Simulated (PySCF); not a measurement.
**Optical rotation: `N#C[C@H]1C[C@H](F)CO1`, C₅H₆FNO**

Geometry:
```tsv
atom	x (Å)	y (Å)	z (Å)
N1	3.475	-0.162	0.163
C2	2.369	-0.159	-0.121
C3	0.961	-0.189	-0.458
C4	0.094	-0.755	0.686
C5	-1.253	-0.070	0.446
F6	-2.140	-0.944	-0.143
C7	-0.927	1.075	-0.535
O8	0.474	1.125	-0.666
H9	0.833	-0.795	-1.373
H10	0.001	-1.839	0.647
H11	0.507	-0.459	1.650
H12	-1.735	0.270	1.367
H13	-1.401	0.850	-1.500
H14	-1.258	2.053	-0.186
```

Method used: TDDFT B3LYP/def2-SVPD circular dichroism and optical rotation, one conformer, gas phase (PySCF 2.14.0). Geometry: GFN2-xTB.

States above about 8.3 eV (minus the energy of the highest occupied orbital) lie near or above the ionisation threshold and depend on the basis.

Stereocentres: C3 R, C5 S.

Problem. Give the optical rotatory dispersion at 633, 589.3, 546, 436, 405, 365, 355 nm.

Solution. [α] in deg dm⁻¹ (g/mL)⁻¹:
```
λ (nm)  origin-invariant length gauge  modified velocity gauge  length gauge (centre of mass)  isotropic polarisability (au)
   633                          +38.0                    +38.8                          +37.9                           66.0
 589.3                          +45.0                    +45.9                          +44.9                           66.2
   546                          +54.2                    +55.2                          +54.0                           66.4
   436                          +97.2                    +98.7                          +96.8                           67.4
   405                         +119.6                   +121.5                         +119.1                           67.8
   365                         +163.4                   +165.7                         +162.7                           68.6
   355                         +178.4                   +180.9                         +177.6                           68.9
```

Problem. And for the mirror image at 589.3 nm?

Solution. -45.0 deg dm⁻¹ (g/mL)⁻¹ (origin-invariant length gauge): the same size and the opposite sign.

Problem. What is the molar rotation [Φ] = [α]·M/100 of the geometry above at 589.3 nm?

Solution. With M = 115.11 g/mol, +51.9 deg cm² dmol⁻¹ (origin-invariant length gauge).

The first excitation lies at 6.77 eV (183 nm) with R = +5.5 × 10⁻⁴⁰ esu² cm² (velocity form).
